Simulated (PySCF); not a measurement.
Two-component Hartree-Fock for Ge⁶⁺ (germanium, charge +6)

Start: [Ar] 3d8; 3d3/2 filled at m_j = -3/2, -1/2, +1/2, +3/2; 3d5/2 filled at m_j = -1/2, +1/2, +3/2, +5/2. Calculated with PySCF 2.14 in an uncontracted even-tempered set (18 s from 0.27 bohr⁻², ratio 2.8; 13 p from 0.35 bohr⁻², ratio 2.8; 9 d from 0.35 bohr⁻², ratio 2.8; 4 f from 2.7 bohr⁻², ratio 3): generalised Hartree-Fock with the X2C-1e Hamiltonian and a Gaussian nucleus; spin-orbit coupling (SO) screened by Boettger's factors.

```json
{"spinor shell": "1s1/2", "electrons": "2", "ε, screened SO (eV)": "-11291.6", "weight of nominal j (screened SO)": "1.000", "rms radius, screened SO (bohr)": "0.0542"}
{"spinor shell": "2s1/2", "electrons": "2", "ε, screened SO (eV)": "-1566.5", "weight of nominal j (screened SO)": "1.000", "rms radius, screened SO (bohr)": "0.227"}
{"spinor shell": "2p1/2", "electrons": "2", "ε, screened SO (eV)": "-1401.2", "weight of nominal j (screened SO)": "0.999", "rms radius, screened SO (bohr)": "0.201"}
{"spinor shell": "2p3/2", "electrons": "4", "ε, screened SO (eV)": "-1367.6", "weight of nominal j (screened SO)": "0.999", "rms radius, screened SO (bohr)": "0.204"}
{"spinor shell": "3s1/2", "electrons": "2", "ε, screened SO (eV)": "-306.45", "weight of nominal j (screened SO)": "1.000", "rms radius, screened SO (bohr)": "0.655"}
{"spinor shell": "3p1/2", "electrons": "2", "ε, screened SO (eV)": "-251.79", "weight of nominal j (screened SO)": "0.885", "rms radius, screened SO (bohr)": "0.671"}
{"spinor shell": "3p3/2", "electrons": "4", "ε, screened SO (eV)": "-242.80", "weight of nominal j (screened SO)": "0.942", "rms radius, screened SO (bohr)": "0.681"}
{"spinor shell": "3d3/2", "electrons": "4", "ε, screened SO (eV)": "-150.76", "weight of nominal j (screened SO)": "0.685", "rms radius, screened SO (bohr)": "0.718"}
{"spinor shell": "3d5/2", "electrons": "4", "ε, screened SO (eV)": "-149.13", "weight of nominal j (screened SO)": "0.725", "rms radius, screened SO (bohr)": "0.722"}
```

```csv
quantity,screened SO
E (hartree),-2085.97525
M_J,4
⟨J²⟩,20.003
⟨L²⟩,12.024
⟨S²⟩,1.998
```

Each row is a mean over spinors that exchange with the open shell spreads, by up to 14.408 eV (3p3/2).

Rows whose weight is well below 1 are mixtures of j = l ± 1/2: exchange outweighs spin-orbit coupling there, and the label is only the starting occupation.
